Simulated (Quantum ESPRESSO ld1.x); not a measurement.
The praseodymium ion Pr23+, configuration [Ar] 3d10 4s2 4p5 6s1 (not the ground configuration).

Method: Dirac Kohn-Sham, revPBE, spin-unpolarised, spherical densities, point nucleus; open shells fill j = l - 1/2 first; computed with ld1.x of Quantum ESPRESSO 7.5.

Energy parts (hartree):
part                     energy
total                  -8993.01
kinetic                 9694.77
electron-nucleus      -20994.95
Hartree                 2497.92
exchange-correlation    -190.76

Orbitals (lengths in bohr, moments of r in powers of bohr; r(max) is where P^2 peaks):
orbital  occ.  eigenvalue (hartree)   <1/r>      <r^2>   r(max)  small-component weight
1s1/2       2              -1561.97   64.71  0.0007894  0.01541                4.78e-02
2s1/2       2              -273.313   15.30    0.01245  0.08736                1.04e-02
2p1/2       2              -259.806   15.27   0.009112  0.06649                1.05e-02
2p3/2       4              -242.059   13.78    0.01036  0.07183                9.81e-03
3s1/2       2              -78.4528   5.585    0.08302   0.2480                3.28e-03
3p1/2       2              -72.7510   5.501    0.07780   0.2347                3.22e-03
3p3/2       4              -69.1537   5.129    0.08484   0.2460                3.04e-03
3d3/2       4              -59.3284   5.001    0.06834   0.1966                2.92e-03
3d5/2       6              -58.5436   4.907    0.07030   0.1998                2.87e-03
4s1/2       2              -32.8344   2.546     0.3639   0.5517                1.24e-03
4p1/2       2              -30.5632   2.475     0.3717   0.5536                1.19e-03
4p3/2       3              -29.5646   2.360     0.3956   0.5729                1.14e-03
6s1/2       1              -11.2839  0.9080      2.778    1.672                3.64e-04

The highest occupied level is 6s1/2 at -307.05 eV. The density falls to 0.001 e/bohr^3 at r = 2.55 bohr.
